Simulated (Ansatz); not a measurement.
Reaction (formal hydrolysis of the Si–Cl bond): `N[Si@H](F)S[Si@@H](N)Cl` + H₂O → `N[Si@H](F)S[Si@@H](N)O` + HCl

Program: Ansatz. Geometries: PBE0-D4/def2-TZVP. ΔE: electronic, gas phase. CCSD(T)/CBS adds triple-zeta CCSD(T) − MP2 to the extrapolated MP2 energy (def2 sets, frozen cores). This one scheme is used for every species. DFT in def2-TZVPP. One conformer a species, not always the lowest.

`N[Si@H](F)S[Si@@H](N)Cl`:

Cartesian coordinates in Å:
```
N -1.412 1.348 0.383
Si 0.237 1.566 0.707
F 0.903 2.012 -0.675
S 1.072 -0.212 1.511
Si 0.288 -1.625 0.121
N 0.608 -1.111 -1.456
Cl 1.194 -3.395 0.678
H -1.906 1.935 -0.268
H -2.022 0.878 1.029
H 0.614 2.623 1.672
H -1.161 -1.873 0.256
H 1.470 -0.658 -1.709
H 0.115 -1.488 -2.248
```

H₂O:

```xyz
3

O    -0.304   -0.243    0.015
H     0.591   -0.444   -0.266
H    -0.287    0.687    0.252
```

`N[Si@H](F)S[Si@@H](N)O`:

```xyz
14

N    -0.735    1.920   -2.117
Si    0.020    0.629   -1.327
O     1.072    1.181   -0.218
S    -1.468   -0.605   -0.301
Si   -0.268   -1.650    1.063
N     0.627   -0.531    2.031
F     0.874   -2.527    0.374
H    -1.012    1.849   -3.081
H    -1.217    2.655   -1.626
H     0.631   -0.214   -2.377
H     1.118    0.668    0.612
H    -1.137   -2.590    1.804
H     0.095    0.118    2.594
H     1.400   -0.904    2.567
```

HCl:

Z-matrix (Å, degrees):
```
Cl
H 1 1.279
```

```csv
level,ΔE (kJ/mol)
PBE-D4,-11.5
B2PLYP,-17.4
HF/CBS(def2),-11.5
MP2/CBS(def2),-5.9
```

(1) What does CCSD(T)/CBS give? (Estimate.)

Largest T1 diagnostic among the species: 0.012.

Results:

(1) The calculation gave: -10.7 kJ/mol. The listed levels differ from it by -0.8, -6.7, -0.8, 4.8 kJ/mol.

The D4 term adds +4.0 kJ/mol with B3LYP and +2.3 kJ/mol with PBE0; it sums over pairs of atoms, weighted by their polarisabilities, and B3LYP, whose exchange is more repulsive, gets the larger term.

B3LYP here is the variant with VWN-RPA as its local correlation; programs differ in this.
